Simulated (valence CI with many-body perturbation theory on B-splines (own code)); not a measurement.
W LIX: key properties

Method: valence CI with perturbative core correlation (CI+MBPT): six valence electrons over a frozen Dirac-Fock core [Ne], radial functions for each j: 9 s, 9 p, 8 d, 6 f, 3 g, 1 h, with the one-electron correlation potential Σ1, the two-electron term Σ2, the three-electron term Σ3, Breit, model QED; selected CI, second order for the rest, scaled by the run's own slope (own B-spline code, finite nucleus).

No measured spectrum was set against this ion. As an estimate, large intervals hold to a few tenths of a per cent, small ones and those within an open d or f shell to about a per cent. Among the levels kept, up to 960 cm⁻¹ of a level comes from second order outside the variational space, and about a tenth of that is noise between levels of different J, which matters for small intervals.

Levels are named by their leading jj configuration (3d3/2^4 stands for four electrons in 3d with j = 3/2), which in mixed levels can hold well under half, so a name can repeat and another be missing.

Rates and lifetimes use the calculated energies. Strong lines usually hold to 10 to 20 %, long lifetimes can be off by a factor of two.

Task: What is the ground level?

Result: (3s^2 3p1/2^2 3p3/2^2) J=2, composition 68 % 3s2.3p4 3P + 31 % 3s2.3p4 1D, g = 1.330.

Task: Where does the other parity begin?

Result: At (3s^2 3p1/2^2 3p3/2 3d3/2) J=2, 234.73 eV.

Task: What are the static dipole polarisabilities of the lowest levels?

Result: (3s^2 3p1/2^2 3p3/2^2) J=2 0.00317 (tensor 1.2e-05); (3s^2 3p1/2^2 3p3/2^2) J=0 0.00316 bohr³, of which the core gives 4.45e-05.

Task: Name the longest-lived excited levels whose lifetime is computed, and their main decay.

Result: (3s^2 3p1/2^2 3p3/2 3d3/2) J=0 at 243.50 eV lives 163 ms, mostly by M2 to (3s^2 3p1/2^2 3p3/2^2) J=2; (3s^2 3p1/2^2 3p3/2^2) J=0 at 19.77 eV lives 70.5 ms, mostly by E2 to (3s^2 3p1/2^2 3p3/2^2) J=2; (3s^2 3p1/2^2 3p3/2 3d5/2) J=4 at 319.15 eV lives 379 ns, mostly by M1 to (3s^2 3p1/2^2 3p3/2 3d3/2) J=3.

Task: How well does LS coupling describe the low levels?

Result: Among the lowest 20 levels the leading LS term, summed over configurations, holds 52 % on average. For single configurations the figures are 50 % in LS and 95 % in jj coupling. Terms mix most in the J = 3 level at 243.76 eV, where the leading one holds 28 %.

Task: What is the ionisation energy?

Result: 5981.6 eV; NIST lists 5970 ± 5 eV (semi-empirical).

Task: Among levels below 695.13 eV, which E1 lines absorb most strongly from the ground level?

Result: to (3s^2 3p1/2 3p3/2^2 3d3/2) J=3 at 2.014 nm, f = 0.248; to (3s^2 3p1/2 3p3/2^2 3d3/2) J=2 at 1.991 nm, f = 0.245; to (3s^2 3p1/2 3p3/2^2 3d3/2) J=1 at 1.974 nm, f = 0.167.
